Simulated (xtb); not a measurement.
Os, quintet (GFN-xTB shapes and energies of metal compounds can be far from the true ones); GFN1-xTB run with xtb.

Input for xtb:
```
$ xtb mol.xyz --gfn 1 --uhf 4 --etemp 10000 --json

# file mol.xyz
1

Os     0.00000000     0.00000000     0.00000000
```

Output, abridged:

```
   ID    Z sym.   atoms
    1   76 Os     1

           -------------------------------------------------
          |                Calculation Setup                |
           -------------------------------------------------

           -------------------------------------------------
          |                 G F N 1 - x T B                 |
           -------------------------------------------------

          ...................................................
          :                      SETUP                      :
          :.................................................:
          :  # basis functions                  10          :
          :  # atomic orbitals                   9          :
          :  # shells                            3          :
          :  # electrons                         8          :
          :  # halogen bonds                     0          :
          :  max. iterations                   250          :
          :  Hamiltonian                  GFN1-xTB          :
          :  restarted?                      false          :
          :  GBSA solvation                  false          :
          :  PC potential                    false          :
          :  electronic temp.        10000.0000000     K    :
          :  accuracy                    1.0000000          :
          :  -> integral cutoff          0.2500000E+02      :
          :  -> integral neglect         0.1000000E-07      :
          :  -> SCF convergence          0.1000000E-05 Eh   :
          :  -> wf. convergence          0.2000000E-04 e    :
          :  Broyden damping             0.4000000          :
          :  net charge                          0          :
          :  unpaired electrons                  4          :
          ...................................................

 iter      E             dE          RMSdq      gap      omega  full diag
   1     -3.1870419 -0.318704E+01  0.244E+01    0.00       0.0  T
   2     -3.1870447 -0.284981E-05  0.195E+01    0.00       0.0  T
   3     -3.1870468 -0.204528E-05  0.150E+01    0.00       0.0  T
   4     -3.1870481 -0.135646E-05  0.111E+01    0.00       0.0  T
   5     -3.1870489 -0.818051E-06  0.770E+00    0.00       0.0  T
   6     -3.1870494 -0.439772E-06  0.500E+00    0.00       0.0  T
   7     -3.1870496 -0.205370E-06  0.299E+00    0.00       0.0  T
   8     -3.1870497 -0.805157E-07  0.161E+00    0.00       0.0  T
   9     -3.1870497 -0.242934E-07  0.802E-01    0.00       0.0  T
  10     -3.1870497 -0.601425E-08  0.401E-01    0.00       0.0  T
  11     -3.1870497 -0.148949E-08  0.200E-01    0.00       0.0  T
  12     -3.1870497 -0.368960E-09  0.100E-01    0.00       0.0  T
  13     -3.1870497 -0.914038E-10  0.500E-02    0.00       0.0  T
  14     -3.1870497 -0.226441E-10  0.250E-02    0.00       0.0  T
  15     -3.1870497 -0.560796E-11  0.125E-02    0.00       0.0  T
  16     -3.1870497 -0.139222E-11  0.624E-03    0.00       0.0  T
  17     -3.1870497 -0.344613E-12  0.312E-03    0.00       0.0  T
  18     -3.1870497 -0.839329E-13  0.156E-03    0.00       0.0  T
  19     -3.1870497 -0.213163E-13  0.779E-04    0.00       0.0  T
  20     -3.1870497 -0.621725E-14  0.389E-04    0.00       0.0  T
  21     -3.1870497 -0.222045E-14  0.194E-04    0.00       0.0  T
  22     -3.1870497  0.133227E-14  0.972E-05    0.00       0.0  T

   *** convergence criteria satisfied after 22 iterations ***

         :::::::::::::::::::::::::::::::::::::::::::::::::::::
         ::                     SUMMARY                     ::
         :::::::::::::::::::::::::::::::::::::::::::::::::::::
         :: total energy              -3.187049694819 Eh    ::
         :: gradient norm              0.000000000000 Eh/a0 ::
         :: HOMO-LUMO gap              0.000000000000 eV    ::
         ::.................................................::
         :: SCC energy                -3.187049694819 Eh    ::
         :: -> electrostatic           0.001697744782 Eh    ::
         :: repulsion energy           0.000000000000 Eh    ::
         :: dispersion energy          0.000000000000 Eh    ::
         :: halogen bond corr.         0.000000000000 Eh    ::
         :: add. restraining           0.000000000000 Eh    ::
         :: total charge              -0.000000000010 e     ::
         :::::::::::::::::::::::::::::::::::::::::::::::::::::

           -------------------------------------------------
          |                Property Printout                |
           -------------------------------------------------

    * Orbital Energies and Occupations

         #    Occupation            Energy/Eh            Energy/eV
      -------------------------------------------------------------
         1        1.3719           -0.4182816             -11.3820
         2        1.3719           -0.4182816             -11.3820
         3        1.3719           -0.4182816             -11.3820
         4        1.3719           -0.4182816             -11.3820
         5        1.3719           -0.4182816             -11.3820
         6        0.3761           -0.2820406              -7.6747 (HOMO)
         7        0.3761           -0.2820406              -7.6747 (LUMO)
         8        0.3761           -0.2820406              -7.6747
         9        0.0121           -0.1594112              -4.3378
      -------------------------------------------------------------
                  HL-Gap            0.0000000 Eh            0.0000 eV
             Fermi-level           -0.3655395 Eh           -9.9468 eV

  Mulliken/CM5 charges         n(s)   n(p)   n(d)
     1Os   -0.00000 -0.00000   0.012  1.128  6.860

Wiberg/Mayer (AO) data.
largest (>0.10) Wiberg bond orders for each atom

 ---------------------------------------------------------------------------
     #   Z sym  total        # sym  WBO       # sym  WBO       # sym  WBO
 ---------------------------------------------------------------------------
     1  76 Os   0.000
 ---------------------------------------------------------------------------

 dipole moment from electron density (au)
     X       Y       Z
   0.0000   0.0000   0.0000  total (Debye):    0.000

           -------------------------------------------------
          | TOTAL ENERGY               -3.187049694819 Eh   |
          | GRADIENT NORM               0.000000000000 Eh/α |
          | HOMO-LUMO GAP               0.000000000000 eV   |
           -------------------------------------------------

normal termination of xtb
```
